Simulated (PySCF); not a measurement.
These 4 structures share the formula C7H11NS. Level of theory: PBE0-D3(BJ)/def2-SVP geometry optimisation, gas phase in PySCF 2.14.0. One conformer each; no zero-point energy, no entropy. No frequencies were run at this level. Point groups hold within 0.08 Å.

Problem. Order them by energy at this level, lowest first, and give relative energies in kcal/mol.
A. `[CH2:1]=[CH:2][C:3](=[CH2:4])[CH2:5][NH:6][C:7]([CH3:8])=[S:9]` with C1–C2–C3–C4 175°, C2–C3–C5–N6 -67°, C3–C5–N6–C7 129°, C5–N6–C7–C8 -178°
B. `[S:1]=[C:2]=[N:3][CH:4]1[CH2:5][CH2:6][CH2:7][CH2:8][CH2:9]1` with C2–N3–C4–C5 62°, N3–C4–C5–C6 -69°, C4–C5–C6–C7 -55°, C5–C6–C7–C8 55°, C6–C7–C8–C9 -55°
C. `CC(C)(C)C1=CSN=C1`
D. `[CH2:1]=[CH:2][CH2:3][C@H:4]([CH2:5][C:6]#[N:7])[S:8][CH3:9]` with C1–C2–C3–C4 -116°, C2–C3–C4–C5 58°, C3–C4–C5–C6 58°, C3–C4–S8–C9 -69°

Solution. B (0.0), C (15.1), A (33.0), D (41.0).

As drawn, the lowest has cumulated double bonds, a C=N bond and a C=S bond, which the highest lacks; the highest has a C≡N group and a C=C bond outside aromatic rings, which the lowest lacks.

| SMILES | E (Eh) | E rel (kcal/mol) | dipole (D) | point group | A, B, C (MHz) |
| --- | --- | --- | --- | --- | --- |
| S=C=NC1CCCCC1 | -725.45351 | 0.0 | 3.61 | Cs | 2274, 843.2, 819.0 |
| CC(C)(C)c1cnsc1 | -725.42949 | 15.1 | 2.87 | Cs | 2869, 919.0, 821.5 |
| C=CC(=C)CNC(C)=S | -725.40096 | 33.0 | 4.20 | C1 | 2237, 806.7, 743.4 |
| C=CC[C@H](CC#N)SC | -725.38824 | 41.0 | 3.61 | C1 | 1809, 930.1, 709.6 |
